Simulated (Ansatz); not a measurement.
Relaxation of CH6N2OSi (11 atoms, charge 0, multiplicity 1), to a largest force component of 0.02 eV/Å in at most 50 steps.

Method: RKS LDA/def2-SVP in Ansatz 0.2.0.

```xyz
11
Properties=species:S:1:pos:R:3:forces:R:3
N 0.219 1.185 0.855 -0.76 1.85 -1.73
C 0.097 -0.051 0.183 3.69 0.67 3.67
N 0.216 -1.116 1.116 3.89 1.24 0.66
O -0.937 -0.164 -0.670 -8.74 -1.45 -0.19
Si 0.306 -0.327 -1.677 6.49 2.52 -5.30
H 0.136 1.998 0.154 0.81 -1.11 0.64
H -0.659 1.356 1.385 0.11 -0.38 0.49
H -0.636 -1.398 1.431 -3.97 -1.44 1.37
H 0.719 -0.731 1.997 -0.72 -0.64 -1.83
H -1.789 0.090 -1.105 -0.67 0.60 1.62
H 0.263 -1.683 -2.230 -0.13 -1.85 0.62
```

Question: Where does it end, and by what steps?

Answer: It converged. After 33 steps the energy has fallen by 5.082 eV; H8 moved furthest, 2.04 Å. The start is strongly strained (largest force component 9 eV/Å), so its close contacts needn't be bonds. Parted: C2–O4.

| step | energy less start (eV) | largest force component (eV/Å) | accepted |
| --- | --- | --- | --- |
| 0 | 0.0000 | 8.737 | yes |
| 2 | -2.4736 | 1.530 | yes |
| 4 | -3.0552 | 0.966 | yes |
| 6 | -3.2605 | 0.421 | yes |
| 8 | -3.3240 | 1.356 | yes |
| 10 | -3.4357 | 0.559 | yes |
| 12 | -3.6116 | 1.472 | yes |
| 14 | -4.2809 | 0.920 | yes |
| 16 | -4.4423 | 0.784 | yes |
| 18 | -4.5218 | 0.221 | yes |
| 20 | -4.5601 | 1.122 | yes |
| 22 | -4.6858 | 0.735 | yes |
| 24 | -4.8154 | 0.555 | yes |
| 26 | -4.9822 | 0.409 | yes |
| 28 | -5.0673 | 0.279 | yes |
| 30 | -5.0807 | 0.087 | yes |
| 32 | -5.0822 | 0.021 | yes |
| 33 | -5.0823 | 0.016 | yes |

```xyz
11
Properties=species:S:1:pos:R:3
N -0.525 0.924 0.759
C 0.123 -0.194 0.497
N 0.844 -0.825 1.421
O -1.238 0.494 -1.634
Si -0.005 -0.740 -1.361
H -1.078 1.229 -0.090
H -0.536 1.408 1.663
H 0.930 -0.505 2.391
H 1.333 -1.686 1.162
H -1.023 0.983 -2.448
H -0.891 -1.929 -0.922
```

Whether the end is a true minimum wasn't checked by a vibrational analysis.

Run time: 59 s on 2 threads of Arm Neoverse V1 (shared host), peak memory 0.15 GiB.
